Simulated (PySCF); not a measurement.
C2H2Cl2, SMILES Cl/C=C/Cl. Geometry: PBE-D3(BJ)/def2-SVP.

Give the equilibrium geometry at PBE-D3(BJ)/def2-SVP (PySCF confirms it by a frequency run) as bond lengths and angles, and its point group. (An estimate is asked for; the answer gives what the named calculation found.)

point group C2h.
Atoms: Cl1 C2 C3 Cl4 H5 H6. Bonded distances (Å): Cl1–C2 1.732, C2–C3 1.345, C2–H5 1.100, C3–Cl4 1.732, C3–H6 1.100. Bond angles (°): Cl1–C2–C3 121.8, Cl1–C2–H5 115.1, C3–C2–H5 123.1, C2–C3–Cl4 121.8, C2–C3–H6 123.1, Cl4–C3–H6 115.1.
Charge 0, spin multiplicity 1.
